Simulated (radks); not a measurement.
Trend from Sc3+ to Zn3+: ionisation energy by Delta-SCF between NIST ground configurations, and size. Calculated with a radial shooting solver on a logarithmic mesh with Libxc functionals: Dirac Kohn-Sham, LDA (Slater exchange, Perdew-Wang correlation), spin-unpolarised, spherical densities, finite nucleus; open shells are shared between the two j in proportion to 2j + 1; Fermi nuclear charge, rms radius of each element as measured or else 0.836 A^(1/3) + 0.57 fm.

| species | configuration | configuration of the ion | IE (eV) | NIST (eV) | kind | outermost | <r> outermost (bohr) | r at 0.001 e/bohr^3 (bohr) |
|---|---|---|---|---|---|---|---|---|
| Sc3+ | [Ar] | [Ne] 3s2 3p5 | 73.923 | 73.489 | exp. | 3p3/2 | 1.13 | 2.73 |
| Ti3+ | [Ar] 3d1 | [Ar] | 43.541 | 43.267 | exp. | 3d5/2 | 1.26 | 2.78 |
| V3+ | [Ar] 3d2 | [Ar] 3d1 | 46.138 | 46.709 | exp. | 3d5/2 | 1.18 | 2.79 |
| Cr3+ | [Ar] 3d3 | [Ar] 3d2 | 48.635 | 49.16 | semi-emp. | 3d5/2 | 1.11 | 2.79 |
| Mn3+ | [Ar] 3d4 | [Ar] 3d3 | 51.046 | 51.2 | semi-emp. | 3d5/2 | 1.04 | 2.77 |
| Fe3+ | [Ar] 3d5 | [Ar] 3d4 | 53.384 | 54.91 | exp. | 3d5/2 | 0.989 | 2.74 |
| Co3+ | [Ar] 3d6 | [Ar] 3d5 | 55.658 | 51.3 | semi-emp. | 3d5/2 | 0.941 | 2.71 |
| Ni3+ | [Ar] 3d7 | [Ar] 3d6 | 57.873 | 54.9 | semi-emp. | 3d5/2 | 0.897 | 2.68 |
| Cu3+ | [Ar] 3d8 | [Ar] 3d7 | 60.037 | 57.38 | semi-emp. | 3d5/2 | 0.858 | 2.64 |
| Zn3+ | [Ar] 3d9 | [Ar] 3d8 | 62.154 | 59.57 | exp. | 3d5/2 | 0.822 | 2.61 |

Reference values: NIST Atomic Spectra Database (exp. = measured, semi-emp. = semi-empirical, theory = theoretical value adopted there). Spin polarisation and multiplet splitting are left out, so open shells lie too high by an amount that depends on their filling.

Beside tabulated values, note that spin-unpolarised runs miss the spin-polarisation part of the exchange energy of open shells.
